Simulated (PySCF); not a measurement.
**Löwdin shares of the frontier orbitals**

GaGeH5O.
Geometry (PBE0-D3(BJ)/def2-SVP, Å), atoms numbered from 1 in this order:
```
atom  x, y, z in Å
Ga1    1.930   -0.134   -0.159
O2     0.174    0.057   -0.177
Ge3   -1.575    0.177   -0.151
H4     2.737    1.089    0.388
H5     2.474   -1.499   -0.697
H6    -2.124   -0.309   -1.508
H7    -2.112   -0.708    0.992
H8    -1.971    1.650    0.084
```

Theory: TDDFT CAM-B3LYP/def2-SVPD, vertical, gas phase, core orbitals frozen in the response (PySCF 2.14.0, density-fitted response routines). The CAM-B3LYP/def2-SVPD calculation is non-relativistic and has no spin–orbit coupling, an omission that weighs most on gallium and germanium.

Frontier orbitals with the atoms that hold most of them (Löwdin shares over 4%, at most four atoms; ? is withheld):

| orbital | ε (eV) | atoms |
| --- | --- | --- |
| LUMO+2 | 0.81 | Ga1 39%, Ge3 23%, H5 7%, H4 7% |
| LUMO+1 | 0.67 | Ga1 41%, Ge3 24%, O2 11%, H7 6% |
| LUMO | -0.32 | ? |
| HOMO | -9.12 | ? |
| HOMO-1 | -9.77 | O2 50%, Ge3 20%, H7 15%, H6 8% |
| HOMO-2 | -10.54 | Ga1 24%, Ge3 16%, H4 15%, H5 15% |
| HOMO-3 | -11.77 | O2 32%, Ga1 28%, H4 12%, H5 12% |

Question: Give the leading atoms of the LUMO.

Answer: Ga1 (bonded to O and 2 H) 63%; O2 (bonded to Ga and Ge) 15%; H5 (bonded to Ga) 10%; H4 (bonded to Ga) 10%. By element: gallium 63%, hydrogen 21% or more, oxygen 15%.

Question: Which atoms hold the HOMO, and with what shares?

Answer: O2 (bonded to Ga and Ge) 43%; Ga1 (bonded to O and 2 H) 16%; H5 (bonded to Ga) 10%; H4 (bonded to Ga) 10%. By element: oxygen 43%, hydrogen 20% or more, gallium 16%.

Question: How does S1 compare with the orbital gap of 8.80 eV?

Answer: S1 is at 5.18 eV (f = 0.0001), 3.62 eV below the gap, made of HOMO→LUMO (94%). Without the coupling terms of the response equations the lowest excitation would equal the gap.

Question: One configuration dominates each of S1, S2, S3, S4 and S5. Which, and how do the shares of the two leading atoms of either orbital change from the occupied to the empty one?

Answer: 
- S1 (5.18 eV, f 0.0001), HOMO→LUMO (94%): O2 43% → 15%, Ga1 16% → 63%
- S2 (6.46 eV, f 0.013), HOMO→LUMO+1 (82%): O2 43% → 11%, Ga1 16% → 41%, Ge3 at most 10% → 24%
- S3 (6.58 eV, f 0.126), HOMO-1→LUMO (92%): O2 50% → 15%, Ge3 20% → at most 2%, Ga1 at most 7% → 63%
- S4 (6.79 eV, f 0.0002), HOMO-2→LUMO (81%): Ga1 24% → 63%, Ge3 16% → at most 2%, O2 at most 15% → 15%
- S5 (6.96 eV, f 0.0082), HOMO-1→LUMO+1 (84%): O2 50% → 11%, Ge3 20% → 24%, Ga1 at most 7% → 41%

Orbitals of the list HOMO-3 to LUMO+2 that lie within 0.01 eV of each other are written together with a slash and their weights summed (≥ marks a lower bound); for degenerate orbitals outside that list single weights are arbitrary.
